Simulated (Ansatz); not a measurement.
CH3S (SMILES [CH2]S), doublet, at a GFN2-xTB geometry; MP2/aug-cc-pVDZ run with Ansatz (a first-principles code).

Input for Ansatz:
Ansatz 0.2 input:
```yaml
crystal:
  periodic: [false, false, false]
  atoms:
    - {symbol: C, position_ang: [0.08133729, 1.12203680, -0.12550724]}
    - {symbol: S, position_ang: [-0.07291609, -0.56203814, 0.13309778]}
    - {symbol: H, position_ang: [0.80181200, -0.95782336, -0.79481219]}
    - {symbol: H, position_ang: [-0.53276719, 1.73924269, 0.49787221]}
    - {symbol: H, position_ang: [0.40958879, 1.47897019, -1.07958105]}
basis:
  gaussian:
    orbitals: aug-cc-pVDZ
magnetization: {spin_polarized: true, initial_magnetization: 1}
correlation: {method: mp2}
```

What the program printed (banner, timings and long lists left out):

```
Functional definition: HF
770 factors; integrals over basis functions are off by at most 8.7e-4 eV
mean field evaluation 1: about -11892.3491 eV, gradient 1.5e1 eV
mean field evaluation 2: about -11892.3495 eV, gradient 1.5e1 eV
mean field evaluation 4: about -11894.0421 eV, gradient 2.2e0 eV
mean field evaluation 8: about -11894.1736 eV, gradient 1.8e-1 eV
mean field -11894.17457186 eV, -437.1028533549 hartree, gradient 1.7e-6 eV, S^2 0.768214; 1 other end points of the search recorded, 0 dependent functions left out
6 core orbitals not correlated
reference -11894.17457186 eV, -437.1028533549 hartree; 7, 6 occupied and 64, 65 virtual orbitals, 770 factors
second order -7.35434791 eV of doubles, -0.00000000 eV of singles
Total energy: -11901.52891977 eV, -437.3731206554 hartree
```
